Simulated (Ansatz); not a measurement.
`FCC(F)(F)C(F)(F)F` + `O=CCO` → `O=CCOCF` + `FC(F)C(F)(F)F`  (substitution at a C–C bond)

Isolated molecules relaxed with PBE0-D4/def2-TZVP in Ansatz; ΔE leaves out vibrations. CCSD(T)/CBS is the MP2 limit (def2-TZVPP, def2-QZVPP) plus CCSD(T) − MP2 in def2-TZVPP, frozen cores. DFT in def2-TZVPP. B3LYP here is the variant with VWN-RPA as its local correlation; programs differ in this. Each species was taken in one conformer, which may not be the lowest.

`FCC(F)(F)C(F)(F)F`:

```xyz
11

F    -1.195   -2.063   -0.468
C    -1.036   -0.714   -0.338
C     0.392   -0.427    0.088
F     1.260   -0.901   -0.825
F     0.660   -1.022    1.265
C     0.665    1.084    0.253
F     1.913    1.297    0.634
F    -0.156    1.599    1.168
F     0.454    1.716   -0.901
H    -1.233   -0.231   -1.298
H    -1.724   -0.338    0.422
```

`O=CCO`:

Z-matrix (Å, degrees):
```
C
C 1 1.497
O 1 1.387 2 112.2
H 1 1.102 2 107.6 3 -123.1
H 1 1.102 2 107.5 3 123.1
O 2 1.203 1 121.7 3 -0.0
H 2 1.108 1 116.7 3 180.0
H 3 0.969 1 105.9 2 0.1
```

`O=CCOCF`:

Z-matrix (Å, degrees):
```
C
C 1 1.506
O 1 1.398 2 114.8
H 1 1.096 2 107.6 3 119.6
H 1 1.100 2 108.2 3 -126.2
O 2 1.197 1 125.2 3 4.7
H 2 1.113 1 113.4 3 -175.5
C 3 1.373 1 114.8 2 -75.9
F 8 1.383 3 110.3 1 -72.4
H 8 1.090 3 107.0 1 170.3
H 8 1.093 3 112.6 1 47.0
```

`FC(F)C(F)(F)F`:

Z-matrix (Å, degrees):
```
C
F 1 1.342
C 1 1.535 2 109.0
F 1 1.342 2 109.0 3 118.8
H 1 1.095 2 109.7 3 -121.1
F 3 1.331 1 109.6 2 179.9
F 3 1.325 1 111.5 2 59.4
F 3 1.331 1 109.6 2 -61.2
```

```tsv
level	ΔE (kJ/mol)	difference from CCSD(T)/CBS
PBE-D4	19.6	-2.2
PBE0-D4	20.7	-1.1
B3LYP-D4	14.6	-7.2
ωB97X-V	18.7	-3.1
ωB97M-V	21.8	0.0
B2PLYP	15.0	-6.8
PBE	18.7	-3.1
r2SCAN	21.6	-0.2
PBE0	19.9	-1.9
B3LYP	13.1	-8.7
MP2/def2-TZVPP	19.6	-2.2
SCS-MP2/def2-TZVPP	15.3	-6.5
CCSD(T)/def2-TZVPP	18.4	-3.4
MP2/def2-QZVPP	21.5	-0.3
HF/CBS(def2)	6.5	-15.3
MP2/CBS(def2)	22.9	1.1
CCSD(T)/CBS	21.8	0
```

Largest T1 diagnostic among the species: 0.014.

In def2-TZVPP, CCSD(T) changes the Hartree–Fock value by +11.9 kJ/mol (the triples alone add +0.9 kJ/mol) and MP2 by +13.1 kJ/mol.
